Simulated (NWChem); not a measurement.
C₃H₄ClF; SMILES Cl[C@H]1[C@@H](C1)F

```xyz
9

F      0.6289     2.1449     0.1027
C      0.1304     1.0019    -0.4211
C     -1.2568     0.5971    -0.0530
C     -0.0726    -0.1508     0.4948
Cl     0.2807    -1.7797    -0.0534
H      0.4943     0.8051    -1.4349
H     -1.7978     1.2323     0.6536
H     -1.8686     0.1131    -0.8183
H      0.1804     0.0058     1.5465
```
Atoms are numbered in this order, from 1.

All runs: NWChem. Coordinates come from a PBE0/def2-SVP optimisation. Level: M06-2X/def2-SVP with SMD (1 M gas to 1 M solution), gas-phase geometry.

Problem. Order these by “solvation free energy (kcal/mol)”, lowest first: n-hexane; water; tetrahydrofuran.

Solution. tetrahydrofuran (-5.0), n-hexane (-4.2), water (-1.6)
